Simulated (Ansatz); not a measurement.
Geometry optimisation, Ansatz 0.2.0, DFT LDA, scalar-relativistic, plane waves, PAW.

input.yaml

```yaml
crystal:
  lattice:
    - [10.86, 0.0, 0.0]
    - [0.0, 10.86, 0.0]
    - [0.0, 0.0, 10.86]
  atoms:
    - { symbol: Si, position: [0.5, 0.0, 0.0] }
    - { symbol: Si, position: [0.625, 0.125, 0.125] }
    - { symbol: Si, position: [0.75, 0.25, 0.0] }
    - { symbol: Si, position: [0.875, 0.375, 0.125] }
    - { symbol: Si, position: [0.75, 0.0, 0.25] }
    - { symbol: Si, position: [0.875, 0.125, 0.375] }
    - { symbol: Si, position: [0.0, 0.0, 0.0] }
    - { symbol: Si, position: [0.125, 0.125, 0.125] }
    - { symbol: Si, position: [0.25, 0.25, 0.0] }
    - { symbol: Si, position: [0.375, 0.375, 0.125] }
    - { symbol: Si, position: [0.5, 0.5, 0.0] }
    - { symbol: Si, position: [0.625, 0.625, 0.125] }
    - { symbol: Si, position: [0.75, 0.75, 0.0] }
    - { symbol: Si, position: [0.875, 0.875, 0.125] }
    - { symbol: Si, position: [0.25, 0.0, 0.25] }
    - { symbol: Si, position: [0.375, 0.125, 0.375] }
    - { symbol: Si, position: [0.5, 0.25, 0.25] }
    - { symbol: Si, position: [0.625, 0.375, 0.375] }
    - { symbol: Si, position: [0.75, 0.5, 0.25] }
    - { symbol: Si, position: [0.875, 0.625, 0.375] }
    - { symbol: Si, position: [0.5, 0.0, 0.5] }
    - { symbol: Si, position: [0.625, 0.125, 0.625] }
    - { symbol: Si, position: [0.75, 0.25, 0.5] }
    - { symbol: Si, position: [0.875, 0.375, 0.625] }
    - { symbol: Si, position: [0.75, 0.0, 0.75] }
    - { symbol: Si, position: [0.875, 0.125, 0.875] }
    - { symbol: Si, position: [0.0, 0.5, 0.0] }
    - { symbol: Si, position: [0.125, 0.625, 0.125] }
    - { symbol: Si, position: [0.25, 0.75, 0.0] }
    - { symbol: Si, position: [0.375, 0.875, 0.125] }
    - { symbol: Si, position: [0.0, 0.25, 0.25] }
    - { symbol: Si, position: [0.125, 0.375, 0.375] }
    - { symbol: Si, position: [0.25, 0.5, 0.25] }
    - { symbol: Si, position: [0.375, 0.625, 0.375] }
    - { symbol: Si, position: [0.5, 0.75, 0.25] }
    - { symbol: Si, position: [0.625, 0.875, 0.375] }
    - { symbol: Si, position: [0.0, 0.0, 0.5] }
    - { symbol: Si, position: [0.25, 0.0, 0.75] }
    - { symbol: Si, position: [0.25, 0.25, 0.5] }
    - { symbol: Si, position: [0.375, 0.375, 0.625] }
    - { symbol: Si, position: [0.5, 0.5, 0.5] }
    - { symbol: Si, position: [0.625, 0.625, 0.625] }
    - { symbol: Si, position: [0.75, 0.75, 0.5] }
    - { symbol: Si, position: [0.875, 0.875, 0.625] }
    - { symbol: Si, position: [0.375, 0.125, 0.875] }
    - { symbol: Si, position: [0.5, 0.25, 0.75] }
    - { symbol: Si, position: [0.625, 0.375, 0.875] }
    - { symbol: Si, position: [0.75, 0.5, 0.75] }
    - { symbol: Si, position: [0.875, 0.625, 0.875] }
    - { symbol: Si, position: [0.0, 0.75, 0.25] }
    - { symbol: Si, position: [0.125, 0.875, 0.375] }
    - { symbol: Si, position: [0.0, 0.5, 0.5] }
    - { symbol: Si, position: [0.125, 0.625, 0.625] }
    - { symbol: Si, position: [0.25, 0.75, 0.5] }
    - { symbol: Si, position: [0.375, 0.875, 0.625] }
    - { symbol: Si, position: [0.0, 0.25, 0.75] }
    - { symbol: Si, position: [0.125, 0.375, 0.875] }
    - { symbol: Si, position: [0.25, 0.5, 0.75] }
    - { symbol: Si, position: [0.375, 0.625, 0.875] }
    - { symbol: Si, position: [0.5, 0.75, 0.75] }
    - { symbol: Si, position: [0.625, 0.875, 0.875] }
    - { symbol: Si, position: [0.0, 0.75, 0.75] }
    - { symbol: Si, position: [0.125, 0.875, 0.875] }
basis:
  ecutwfc: 420.0
kpoints:
  mp_grid: { grid: [1, 1, 1] }
hamiltonian:
  xc: lda
  pseudopotentials: { kind: paw, azcp: { folder: soft_1 } }
scf:
  occupations: { method: gaussian, width: 0.05 }
  lower_state_search: "off"
relax:
  f_tol: 0.03
  max_steps: 60
  adjacent_minimum: "off"
```

Launched with:

```bash
$ ansatz run input.yaml --threads 4 --pin off --max-ram 10240MiB --backend cpu --events-out ev --progress --plain --runs-dir out
```

Where does it end, and by what steps?

The forces met the threshold. Limits of this set-up: coarse k mesh, PAW files made for another functional, no spin, though dangling bonds at a vacancy may carry it. After 2 steps the energy has fallen by 0.050 eV; Si44 moved furthest, 0.03 Å.

```json
{"step": "0", "energy less start (eV)": "0.0000", "largest force component (eV/Å)": "0.188", "accepted": "yes"}
{"step": "1", "energy less start (eV)": "-0.0460", "largest force component (eV/Å)": "0.071", "accepted": "yes"}
{"step": "2", "energy less start (eV)": "-0.0499", "largest force component (eV/Å)": "0.007", "accepted": "yes"}
```

```xyz
63
Lattice="10.8600 0.0000 0.0000 0.0000 10.8600 0.0000 0.0000 0.0000 10.8600" Properties=species:S:1:pos:R:3
Si 5.424 -0.005 -0.006
Si 6.787 1.357 1.357
Si 8.151 2.720 -0.006
Si 9.504 4.071 1.356
Si 8.151 -0.005 2.721
Si 9.517 1.373 4.087
Si 0.003 0.003 0.004
Si 1.357 1.357 1.357
Si 2.712 2.712 0.004
Si 4.071 4.071 1.359
Si 5.432 5.432 0.002
Si 6.787 6.787 1.357
Si 8.143 8.143 0.002
Si 9.504 9.504 1.359
Si 2.712 0.003 2.711
Si 4.058 1.342 4.087
Si 5.424 2.720 2.721
Si 6.786 4.071 4.074
Si 8.143 5.432 2.713
Si 9.504 6.789 4.074
Si 5.434 0.003 5.433
Si 6.787 1.357 6.787
Si 8.141 2.712 5.433
Si 9.517 4.058 6.772
Si 8.141 0.003 8.142
Si 9.517 1.342 9.488
Si -0.005 5.424 -0.006
Si 1.357 6.787 1.357
Si 2.720 8.151 -0.006
Si 4.071 9.504 1.356
Si 0.003 2.712 2.711
Si 1.342 4.058 4.087
Si 2.720 5.424 2.721
Si 4.071 6.786 4.074
Si 5.432 8.143 2.713
Si 6.789 9.504 4.074
Si 0.008 0.008 5.438
Si 2.707 0.008 8.137
Si 2.707 2.707 5.438
Si 4.058 4.058 6.803
Si 5.424 5.424 5.425
Si 6.787 6.787 6.787
Si 8.151 8.151 5.425
Si 9.517 9.517 6.803
Si 4.058 1.373 9.488
Si 5.434 2.712 8.142
Si 6.789 4.071 9.501
Si 8.151 5.424 8.150
Si 9.504 6.786 9.501
Si -0.005 8.151 2.721
Si 1.373 9.517 4.087
Si 0.003 5.434 5.433
Si 1.357 6.787 6.787
Si 2.712 8.141 5.433
Si 4.058 9.517 6.772
Si 0.008 2.707 8.137
Si 1.373 4.058 9.488
Si 2.712 5.434 8.142
Si 4.071 6.789 9.501
Si 5.424 8.151 8.150
Si 6.786 9.504 9.501
Si 0.003 8.141 8.142
Si 1.342 9.517 9.488
```

Run time: 14 s on 4 threads of Arm Neoverse V1, with other jobs on the host, peak memory 0.93 GiB.
